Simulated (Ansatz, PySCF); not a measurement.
Si(Br)(Me)(OH)(NMe2) (C3H10BrNOSi), SMILES N([Si](Br)(C)O)(C)C.

Coordinates come from a PBE0-D3(BJ)/def2-SVP optimisation. The values are those of a single conformer.

Vertical ionisation energy (IE) and electron affinity (EA) in eV. Rows of orbital energies are one-electron estimates. Where ΔSCF, EOM or ADC give a negative EA the extra electron is unbound and the value depends on the basis.

```
level                                                                  IE     EA
-------------------------------------------------------------------  ----  -----
−ε(HOMO), −ε(LUMO), PBE/def2-TZVP (PySCF)                            5.37   0.07
ΔSCF, PBE0/def2-SVPD (Ansatz), final states of multiplicity 2 and 2  8.51  -1.18
```

Problem. What vertical singlet–triplet gap does ΔSCF give with PBE0/def2-SVPD (Ansatz, an electronic-structure program)? (The exact figures need the calculation; the answer reports its results.)

Solution. 5.88 eV (triplet above singlet where positive).
